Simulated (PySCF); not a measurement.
SMILES C([CH2])(O)COC, doublet, GFN2-xTB optimised geometry.

```
15

C     -0.57    -2.56    -3.42
C     -1.08    -1.18    -3.45
O     -2.48    -1.10    -3.34
C     -0.41    -0.32    -2.34
O     -0.80    -0.87    -1.10
C     -0.29    -0.17     0.00
H     -1.19    -3.36    -3.06
H      0.45    -2.76    -3.68
H     -0.83    -0.69    -4.41
H     -2.71    -1.42    -2.46
H      0.68    -0.34    -2.45
H     -0.76     0.72    -2.42
H     -0.65     0.87     0.00
H     -0.66    -0.67     0.89
H      0.80    -0.17     0.00
```

Density from PySCF 2.14.0 with unrestricted B3LYP/def2-TZVP at that geometry.

Minimum of the electron density along straight lines between bonded atoms, close to the bond critical point (lines longer than 1.1 times the sum of covalent radii, or with two minima, are not listed):

| bond | length / Å | ρ at the minimum / e bohr⁻³ | ∇²ρ there / e bohr⁻⁵ | position (fraction from the first atom) |
|---|---|---|---|---|
| C1–C2 | 1.474 | 0.279 | -0.78 | 0.50 |
| C2–O3 | 1.403 | 0.272 | -0.67 | 0.36 |
| C2–C4 | 1.557 | ___ | -0.60 | 0.49 |
| C4–O5 | 1.408 | 0.267 | -0.61 | 0.36 |
| O5–C6 | 1.403 | 0.268 | -0.60 | 0.64 |
| C1–H7 | 1.071 | 0.291 | -1.04 | 0.65 |
| C1–H8 | 1.071 | 0.291 | -1.04 | 0.64 |
| C2–H9 | 1.101 | 0.282 | -0.99 | 0.64 |
| O3–H10 | 0.965 | 0.360 | ___ | 0.80 |
| C4–H11 | 1.099 | 0.282 | -0.98 | 0.64 |
| C4–H12 | 1.101 | 0.282 | -0.98 | 0.64 |
| C6–H13 | 1.097 | 0.282 | -0.98 | 0.64 |
| C6–H14 | 1.088 | 0.289 | -1.04 | 0.65 |
| C6–H15 | 1.097 | 0.282 | -0.98 | 0.64 |

Complete the blanks.


- C2–C4, ρ at the minimum / e bohr⁻³: 0.242
- O3–H10, ∇²ρ there / e bohr⁻⁵: -2.40
